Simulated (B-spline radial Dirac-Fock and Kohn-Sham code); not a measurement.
**K-line shifts caused by a second vacancy in Nd⁴⁺**

System: neodymium as Nd⁴⁺, 1s2 2s2 2p6 3s2 3p6 3d10 4s2 4p6 4d10 4f2 5s2 5p6, inside a Watson sphere of charge -4 and radius 2 Å (a model of the Madelung potential; inside it an electron's potential energy is raised by 28.8 eV).

Input file task.json (cfg lists n, l and occupation; rrms is the nuclear radius in fm):

```json
{"items": [{
  "Z": 60,
  "q": 4,
  "cfg": [[1, 0, 2], [2, 0, 2], [2, 1, 6], [3, 0, 2], [3, 1, 6], [3, 2, 10], [4, 0, 2], [4, 1, 6], [4, 2, 10], [4, 3, 2], [5, 0, 2], [5, 1, 6]],
  "A": 142,
  "rrms": 4.9123,
  "watson": [-4, 2.0],
  "do": ["binding", "quiet", "double"]
}]}
```

Run with: `python xray_run.py task.json out`

Calculated with a radial finite-basis atomic code, using multi-electron Dirac-Fock with separately optimised hole states, Breit and Lamb-shift corrections added in first order. Each two-hole energy is an average over J within one jj subconfiguration, not an observable level; in light atoms, where LS coupling holds, the j-resolved values are not observed lines, and for a K spectator the Kα1 hypersatellite is nearly forbidden. Electron correlation is not included.

Lines without a spectator: Kα2 (K-L2) 36843.3 eV, Kα1 (K-L3) 37357.0 eV, Kβ3 (K-M2) 42158.5 eV, Kβ1 (K-M3) 42262.9 eV. Shifts in eV with one spectator hole (a dash: not computed, or left out as unreliable):

```csv
spectator hole,Kα2,Kα1,Kβ3,Kβ1
L2 (2p1/2),+85.4,+110.4,–,+224.7
L3 (2p3/2),+75.8,+78.5,+187.5,–
M2 (3p1/2),–,+14.73,+31.6,+37.8
M3 (3p3/2),+9.61,–,+30.1,+29.82
M4 (3d3/2),+2.44,-0.80,–,–
M5 (3d5/2),-1.71,+1.01,–,–
```

Q: Where does the K-L3 hypersatellite lie, emitted when both K electrons are missing?

A: +763.5 eV from the normal line, at 38120.5 eV. Removing both K electrons costs 88226.5 eV, which is 1029.2 eV more than twice the K binding energy.

With n spectator holes in 2p, averaged over the 2p shell (energies in eV):

```csv
n,KαLⁿ,step,hypersatellite KαʰLⁿ
0,37185.7,–,37937.7
1,37272.5,+86.8,38026.1
2,37360.6,+88.1,38115.9
3,37450.2,+89.6,38207.1
4,37541.1,+91.0,38299.8
5,37633.5,+92.4,38393.9
```
